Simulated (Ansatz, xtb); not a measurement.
**Relative energy of two isomers of C2H11NOSi2**

We compare X, `CN(C)[SiH2]O[SiH3]`, a singlet, with Y, `CCN[SiH2]O[SiH3]`, a singlet. Both are isolated molecules in the gas phase, relaxed with PBE0-D3(BJ)/def2-SVP, each in the lowest conformer that the search found.

Task: Estimate E(Y) − E(X) at the level CCSD(T)/def2-SVP + ΔMP2/def2-TZVPP.

Result: Calculated at CCSD(T)/def2-SVP + ΔMP2/def2-TZVPP: E(Y) − E(X) = −32.8 kJ/mol, so structure Y lies lower.

How the difference moves with the method:

```csv
level,geometry,E(Y) − E(X) (kJ/mol),departure from the last row (kJ/mol),"job, with rough time for the two"
PBE0-D3(BJ)/def2-SVP,PBE0-D3(BJ)/def2-SVP,−29.4,+3.4,"optimisation, 4.2 min"
HF/def2-SVP,PBE0-D3(BJ)/def2-SVP,−33.6,−0.7,part of the CCSD(T) run
MP2/def2-SVP,PBE0-D3(BJ)/def2-SVP,−31.5,+1.3,part of the CCSD(T) run
CCSD(T)/def2-SVP,PBE0-D3(BJ)/def2-SVP,−29.7,+3.1,single point
CCSD(T)/def2-SVP + ΔMP2/def2-TZVPP,PBE0-D3(BJ)/def2-SVP,−32.8,,"single point, 75 s"
```

As drawn, Y has 1 C–C, 1 N–H in place of 1 C–N, 1 C–H.

None of the levels shown reverses the order. The largest departure from CCSD(T)/def2-SVP + ΔMP2/def2-TZVPP is that of PBE0-D3(BJ)/def2-SVP, 3.4 kJ/mol. Levels run at GFN2-xTB geometries aren't shown. The last row adds to CCSD(T) the change of the MP2 difference between the two basis sets, here −3.1 kJ/mol.

With thermal terms from frequencies at re-optimised GFN2-xTB minima (ideal gas, soft modes damped towards free rotors, one conformer each, 298.15 K, 1 atm): on the last row, ΔE + ΔZPE = −30.0, ΔH = −31.2, ΔG = −28.6 kJ/mol.

The correlated steps freeze 14 core orbitals. Codes used: Ansatz 0.2.0, xtb 6.7.1; the last row on 4 threads of Arm Neoverse V1 on a shared host.
